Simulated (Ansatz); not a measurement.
Gas-phase electronic energies from Ansatz, PBE0-D4/def2-TZVP geometries. CCSD(T)/CBS adds triple-zeta CCSD(T) − MP2 to the extrapolated MP2 energy (def2 sets, frozen cores). Functionals use def2-TZVPP. For Ge outer-core shells are correlated without core-valence functions, which leaves a few kJ/mol of doubt a bond. Scalar relativity is left out up to krypton. Each species was taken in one conformer, which may not be the lowest.

`OC[SiH2]F` + `C[N]([SiH3])[GeH3]` → `CN([SiH3])[SiH2]F` + `O[CH2][GeH3]`  (redistribution)

Q: Is it downhill or uphill in electronic energy at CCSD(T)/CBS, and by how much? (Best estimate.)

A: The calculation gave: Downhill: ΔE = -14.2 kcal/mol.

Q: What do these levels give: ωB97X-V, B2PLYP, PBE, HF/CBS(def2), MP2/CBS(def2), CCSD/CBS(def2)? (An estimate is asked.)

A: Ansatz gave: ωB97X-V -13.5, B2PLYP -14.0, PBE -13.2, HF/CBS(def2) -14.1, MP2/CBS(def2) -14.4, CCSD/CBS(def2) -14.4 kcal/mol.

Largest T1 diagnostic among the species: 0.011.
